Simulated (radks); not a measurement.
Values are calculated unless marked as measured or tabulated.
Question: Radial electron density D(r) = 4 pi r^2 rho(r) of an atom or ion with 29 electrons. Code: a radial shooting solver on a logarithmic mesh with Libxc functionals. Model: non-relativistic Kohn-Sham, exchange-only LDA, spin-polarised, spherical densities, point nucleus.

```
   r/bohr * D(r) (the largest magnitude, 41.7, reaches the edge; | marks zero)
  0.00192 |*
   0.0022 |*
  0.00252 | *
 0.002864 | *
 0.003281 |  *
 0.003759 |  *
 0.004307 |   *
 0.004934 |     *
 0.005653 |      *
 0.006477 |        *
 0.007361 |          *
 0.008434 |            *
 0.009662 |               *
  0.01107 |                  *
  0.01268 |                      *
  0.01453 |                          *
  0.01665 |                              *
  0.01892 |                                  *
  0.02168 |                                      *
  0.02483 |                                          *
  0.02845 |                                             *
   0.0326 |                                              *
  0.03735 |                                               *
  0.04279 |                                              *
  0.04863 |                                            *
  0.05572 |                                         *
  0.06383 |                                       *
  0.07313 |                                     *
  0.08378 |                                      *
  0.09599 |                                        *
     0.11 |                                            *
    0.125 |                                                 *
   0.1432 |                                                     *
   0.1641 |                                                      *
    0.188 |                                                    *
   0.2153 |                                              *
   0.2467 |                                      *
   0.2827 |                               *
   0.3213 |                          *
   0.3681 |                         *
   0.4217 |                          *
   0.4831 |                             *
   0.5535 |                               *
   0.6341 |                               *
   0.7265 |                           *
   0.8257 |                      *
    0.946 |                *
    1.084 |           *
    1.242 |       *
    1.423 |    *
     1.63 |  *
    1.867 | *
    2.122 | *
    2.431 |*
    2.786 |*
    3.192 *
    3.656 *
    4.189 *
    4.799 *
    5.455 *
    6.249 *
     7.16 *
    8.203 *
```

What is the nuclear charge?

Answer: Z = 30. The innermost maximum, from 1s, lies near 1/Z = 0.0333 bohr (found: 0.0362), and its height grows with Z. The density is that of the zinc ion Zn+ in [Ar] 3d10 4s1; the configuration itself is not fixed sharply by these data, and Z only to about a unit. D(r) has 3 maxima, at r = 0.0362, 0.161, 0.571 bohr, and minima at 0.0767, 0.362 bohr, inside which lie 2.11, 10.93 electrons.
